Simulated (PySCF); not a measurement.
Gas-phase reaction: SbH3 + 3 Cl → SbCl3 + 3 H

Computed with PySCF and rigid-rotor harmonic-oscillator thermochemistry at 1 bar. † marks an energy on the PBE0/def2-TZVP geometry and frequencies. MP2 and CCSD(T) freeze the core. Open shells (unrestricted): Cl (multiplicity 2), H (multiplicity 2); the rest are closed-shell singlets. Spin-orbit splitting is ignored; it lowers the true energy and changes the entropy of Cl. Sb: scalar-relativistic def2 core potential, no spin-orbit coupling. MP2 isn't extrapolated to the basis-set limit. CCSD(T) isn't extrapolated to the basis-set limit.

M06-2X/def2-TZVP† gives ΔH°(298 K) = -207 kJ.

Q: What do CCSD(T)/def2-TZVPP†, MP2/def2-TZVPP†, r2SCAN/def2-TZVP† give?

A: CCSD(T)/def2-TZVPP†: -118 kJ; MP2/def2-TZVPP†: -218 kJ; r2SCAN/def2-TZVP†: -197 kJ. For scale, ΔH°(298 K) is -207 kJ at this level, -178 kJ at ωB97M-V/def2-TZVP†, and runs from -272 to -61 kJ over the 18 levels computed.
